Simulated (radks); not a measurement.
Problem. The mean radii <r> (bohr) of the occupied orbitals of an atom or ion are listed with their occupations. Calculated with a radial shooting solver on a logarithmic mesh with Libxc functionals: scalar-relativistic Kohn-Sham, PBE, spin-unpolarised, spherical densities, point nucleus.

orbital  occ.      <r>
1s          2  0.01714
2s          2  0.07218
2p          6  0.06504
3s          2   0.1833
3p          6   0.1833
3d         10   0.1649

Name the element and its charge.

Solution. Z = 78, platinum, charge +50: Pt50+ in [Ar] 3d10. The 1s radius gives Z: for a bare nucleus <r> = (2 gamma + 1)/(2Z) with gamma = sqrt(1 - (Z/c)^2), 0.01695 bohr for Z = 78, and screening makes it slightly larger (0.01714 here). The occupations add up to 28, and the charge is Z minus that.
